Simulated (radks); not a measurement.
Values are calculated unless marked as measured or tabulated.
The boron ion B+ inside a hard spherical wall (all orbitals vanish at R), configuration held at [He] 2s2 and not refilled when levels cross. Code: a radial shooting solver on a logarithmic mesh with Libxc functionals. Model: non-relativistic Kohn-Sham, LDA (Slater exchange, VWN5 correlation), spin-polarised, spherical densities, point nucleus. Eigenvalues in eV for spin up, with the zero of energy where the potential of the charges vanishes at infinity; a dash marks a level that is unbound or too diffuse for the functional's potential to be trusted. A positive occupied level is held by the wall or, in an anion where self-interaction has pushed it up, behind a barrier. The pressure on the wall is -dE/dV.

R (bohr)  E (hartree)  kinetic (hartree)    e(1s)    e(2s)  e(2p, empty)  e(3s, empty)  pressure (GPa)
free        -24.03828             23.878  -191.69  -19.407       -13.460        -4.242               0
20          -24.03828             23.878  -191.69  -19.407       -13.460        -4.242        < 0.0001
15          -24.03828             23.878  -191.69  -19.407       -13.460        -4.238        < 0.0001
12          -24.03828             23.878  -191.69  -19.407       -13.460        -4.202        < 0.0001
10          -24.03827             23.878  -191.69  -19.407       -13.459        -4.063        < 0.0001
6           -24.03745             23.887  -191.62  -19.362       -13.390        -0.810           0.110
5           -24.03215             23.931  -191.32  -19.150       -13.109         3.400            1.12
4           -23.99689             24.143  -190.08  -18.127       -11.903        13.943            11.3
